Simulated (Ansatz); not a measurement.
Geometry optimisation, RKS PBE-D4/6-31G* in Ansatz 0.2.0.

input.yaml

```yaml
crystal:
  periodic: [false, false, false]
  atoms:
    - { symbol: B, position_ang: [-0.040498, 0.576278, -0.435088] }
    - { symbol: "N", position_ang: [-0.16189, -0.190767, 2.20527] }
    - { symbol: H, position_ang: [-0.803712, -0.594334, 2.902022] }
    - { symbol: H, position_ang: [0.758075, -0.139974, 2.663851] }
    - { symbol: "N", position_ang: [1.286724, 0.234963, -0.742763] }
    - { symbol: H, position_ang: [1.534661, -0.702325, -1.05334] }
    - { symbol: H, position_ang: [2.097439, 0.823163, -0.566502] }
    - { symbol: H, position_ang: [-0.916231, -0.201983, -0.72345] }
    - { symbol: P, position_ang: [-0.520784, 2.387489, -0.007933] }
    - { symbol: H, position_ang: [-1.487895, 2.155619, 1.024282] }
    - { symbol: H, position_ang: [0.534917, 2.707751, 0.913254] }
    - { symbol: H, position_ang: [-0.457106, 0.802419, 2.086996] }
basis:
  gaussian: { orbitals: "6-31G*" }
hamiltonian:
  xc: pbe
  dispersion: d4
relax:
  f_tol: 0.03
  max_steps: 50
output:
  orbitals: {}
```

Launched with:

```bash
$ ansatz run input.yaml --threads 2 --pin off --max-ram 3072MiB --backend cpu --events-out ev --progress --plain --runs-dir out
```

Problem. Where does it end, and by what steps?

Solution. The run converged. After 27 steps the energy has fallen by 0.417 eV; H4 moved furthest, 1.05 Å. Joined: B1–N2 (2.75 → 1.69 Å).

| step | energy less start (eV) | largest force component (eV/Å) | accepted |
| --- | --- | --- | --- |
| 0 | 0.0000 | 0.660 | yes |
| 1 | -0.0502 | 0.423 | yes |
| 2 | -0.0518 | 0.744 | yes |
| 3 | -0.0533 | 0.590 | yes |
| 4 | -0.0614 | 0.202 | yes |
| 5 | -0.0544 | 0.886 | no |
| 6 | -0.0799 | 0.208 | yes |
| 7 | -0.0960 | 0.233 | yes |
| 8 | -0.1206 | 0.511 | yes |
| 9 | -0.1788 | 0.389 | yes |
| 10 | -0.2620 | 0.537 | yes |
| 11 | -0.3065 | 0.470 | yes |
| 12 | -0.2653 | 2.306 | no |
| 13 | -0.3566 | 0.353 | yes |
| 14 | -0.3535 | 0.544 | no |
| 15 | -0.3740 | 0.190 | yes |
| 16 | -0.3801 | 0.124 | yes |
| 17 | -0.3874 | 0.117 | yes |
| 18 | -0.3917 | 0.257 | yes |
| 19 | -0.3969 | 0.302 | yes |
| 20 | -0.4032 | 0.312 | yes |
| 21 | -0.3749 | 0.660 | no |
| 22 | -0.4103 | 0.192 | yes |
| 23 | -0.4129 | 0.119 | yes |
| 24 | -0.4139 | 0.107 | yes |
| 25 | -0.4161 | 0.096 | yes |
| 26 | -0.4166 | 0.051 | yes |
| 27 | -0.4167 | 0.018 | yes |

```xyz
12
Properties=species:S:1:pos:R:3
B -0.007 0.358 0.178
N -0.067 0.045 1.837
H -1.021 0.042 2.225
H 0.375 -0.870 2.011
N 1.430 0.128 -0.192
H 1.545 -0.503 -0.986
H 1.976 0.970 -0.394
H -0.785 -0.462 -0.285
P -0.665 2.222 -0.111
H -1.719 2.289 0.875
H 0.279 2.889 0.761
H 0.482 0.750 2.348
```

Whether the end is a true minimum wasn't checked by a vibrational analysis.

Run time: 59 s on 2 threads of Arm Neoverse V1, with other jobs on the host, peak memory 0.13 GiB.
